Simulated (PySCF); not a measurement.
Species: C4H10O2Si2.
Numbering: `[CH3:1][CH2:2][O:3][SiH2:4][C:5]#[C:6][SiH2:7][OH:8]` (hydrogens: H9, H10, H11 on C1; H12, H13 on C2; H14, H15 on Si4; H16, H17 on Si7; H18 on O8)

Structure used (PBE0-D3(BJ)/def2-SVP), in Å, numbered top down from 1:
```xyz
18
C4H10O2Si2 angstrom
C     -2.987    0.892   -0.038
C     -1.949   -0.140   -0.409
O     -1.429   -0.724    0.767
Si    -0.153   -1.781    0.801
C      1.324   -1.023    0.004
C      2.289   -0.508   -0.551
Si     3.747    0.291   -1.340
O      3.941    1.845   -0.787
H     -2.538    1.685    0.579
H     -3.801    0.429    0.539
H     -3.415    1.352   -0.941
H     -1.135    0.329   -0.993
H     -2.398   -0.921   -1.051
H      0.131   -2.057    2.231
H     -0.459   -3.039    0.056
H      4.928   -0.571   -1.041
H      3.528    0.396   -2.804
H      3.999    1.961    0.166
```

All values: CAM-B3LYP/def2-SVPD (PySCF, non-relativistic), on one gas-phase PBE0-D3(BJ)/def2-SVP geometry that isn't relaxed in the solvent. The solvent is an IEF-PCM continuum (cavity from Bondi-type radii × 1.2), and excitations are vertical TDDFT with non-equilibrium linear response and a frozen core. Only the electrostatic response of the medium enters.

Gas-phase singlets (H = HOMO, L = LUMO):

```json
{"state": "S1", "E (eV)": "5.397", "λ (nm)": "230", "f": "0.000", "leading configuration": "H→L 57%"}
{"state": "S2", "E (eV)": "5.673", "λ (nm)": "219", "f": "0.002", "leading configuration": "H-1→L 39%"}
{"state": "S3", "E (eV)": "5.723", "λ (nm)": "217", "f": "0.002", "leading configuration": "H-1→L+1 63%"}
{"state": "S4", "E (eV)": "6.789", "λ (nm)": "183", "f": "0.003", "leading configuration": "H-2→L 38%"}
{"state": "S5", "E (eV)": "7.167", "λ (nm)": "173", "f": "0.015", "leading configuration": "H-4→L 52%"}
```

**Question.** What are the lowest 5 singlets in chloroform (ε = 4.711)?

**Answer.** 
```tsv
state	E (eV)	λ (nm)	f	leading configuration	change by rank (eV)
S1	5.424	229	0.000	H→L 57%	+0.027
S2	5.699	218	0.003	H-2→L 42%	+0.026
S3	5.759	215	0.002	H-2→L+1 65%	+0.036
S4	6.767	183	0.003	H-1→L 44%	-0.022
S5	7.190	172	0.010	H-4→L 34%	+0.023
```

**Question.** How does the list change in methanol (ε = 32.61)?

**Answer.** 
| state | E (eV) | λ (nm) | f | leading configuration | change by rank (eV) |
| --- | --- | --- | --- | --- | --- |
| S1 | 5.433 | 228 | 0.000 | H→L 58% | +0.036 |
| S2 | 5.715 | 217 | 0.003 | H-2→L 44% | +0.042 |
| S3 | 5.779 | 215 | 0.002 | H-2→L+1 71% | +0.056 |
| S4 | 6.770 | 183 | 0.003 | H-1→L 48% | -0.019 |
| S5 | 7.203 | 172 | 0.011 | H-4→L 31% | +0.036 |

**Question.** How do the frontier levels move from gas to methanol?

**Answer.** 
```json
{"orbital": "LUMO+2", "gas (eV)": "1.01", "solvent (eV)": "1.10", "change (eV)": "+0.09", "Löwdin shares, gas": "Si7 24 %, Si4 17 %, C6 12 %, C5 10 %", "Löwdin shares, solvent": "Si7 25 %, Si4 19 %, C6 12 %, C5 11 %"}
{"orbital": "LUMO+1", "gas (eV)": "0.26", "solvent (eV)": "0.29", "change (eV)": "+0.03", "Löwdin shares, gas": "C5 25 %, C6 25 %, Si4 16 %, Si7 12 %", "Löwdin shares, solvent": "C5 26 %, C6 26 %, Si4 14 %, Si7 13 %"}
{"orbital": "LUMO", "gas (eV)": "-0.02", "solvent (eV)": "0.02", "change (eV)": "+0.04", "Löwdin shares, gas": "C5 22 %, C6 22 %, Si7 18 %, O8 10 %", "Löwdin shares, solvent": "C6 23 %, C5 23 %, Si7 17 %, Si4 11 %"}
{"orbital": "HOMO", "gas (eV)": "-9.54", "solvent (eV)": "-9.56", "change (eV)": "-0.02", "Löwdin shares, gas": "C6 30 %, C5 30 %, Si4 8 %, O3 7 %", "Löwdin shares, solvent": "C5 26 %, C6 26 %, O3 11 %, Si4 9 %"}
{"orbital": "HOMO-1", "gas (eV)": "-9.71", "solvent (eV)": "-9.72", "change (eV)": "-0.01", "Löwdin shares, gas": "C6 35 %, C5 35 %, O3 12 %", "Löwdin shares, solvent": "O3 38 %, C2 14 %, C5 10 %, C6 9 %"}
{"orbital": "HOMO-2", "gas (eV)": "-9.76", "solvent (eV)": "-9.77", "change (eV)": "-0.01", "Löwdin shares, gas": "O3 38 %, C2 13 %, C5 10 %, C6 8 %", "Löwdin shares, solvent": "C5 36 %, C6 36 %, O3 6 %, Si7 5 %"}
{"orbital": "HOMO-3", "gas (eV)": "-10.55", "solvent (eV)": "-10.54", "change (eV)": "+0.01", "Löwdin shares, gas": "O3 43 %, C2 15 %, C1 10 %, Si4 7 %", "Löwdin shares, solvent": "O3 40 %, C2 16 %, C1 12 %, C5 7 %"}
```

The HOMO–LUMO gap goes from 9.52 to 9.58 eV. Rows go by rank; for HOMO-2, HOMO-1 and HOMO the atom shares or the degeneracy differ between the runs, so the row needn't follow one orbital.
